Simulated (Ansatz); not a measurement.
Consider the redistribution: `[CH3][In]([F])[O][SiH3]` + `[F][Ga]([F])[SH]` → `[F][In]([SH])[O][SiH3]` + `[CH3][Ga]([F])[F]`.

Isolated molecules relaxed with PBE0-D4/def2-TZVP in Ansatz; ΔE leaves out vibrations. CCSD(T)/CBS adds triple-zeta CCSD(T) − MP2 to the extrapolated MP2 energy (def2 sets, frozen cores). Functionals use def2-TZVPP. Elements past krypton have def2 core potentials. For Ga, In outer-core shells are correlated without core-valence functions, which leaves a few kJ/mol of doubt a bond. Scalar relativity is left out up to krypton. One conformer a species, not always the lowest.

Q: Is it downhill or uphill in electronic energy at CCSD(T)/CBS, and by how much? (An estimate is asked.)

A: The calculation gave: Downhill: ΔE = -13.3 kJ/mol.

Q: What do these levels give: revPBE-D4, PBE0-D4, revPBE, PBE0, HF/def2-TZVPP, HF/CBS(def2)? (An estimate is asked.)

A: The calculation gave: revPBE-D4 -10.6, PBE0-D4 -11.7, revPBE -11.8, PBE0 -12.1, HF/def2-TZVPP -14.5, HF/CBS(def2) -14.5 kJ/mol.

Largest T1 diagnostic among the species: 0.015.

In def2-TZVPP, CCSD(T) changes the Hartree–Fock value by +5.3 kJ/mol (the triples alone add +0.6 kJ/mol) and MP2 by +5.9 kJ/mol. At CCSD(T), def2-SVP lies +3.8 kJ/mol from the extrapolated value and def2-TZVPP +4.1 kJ/mol.
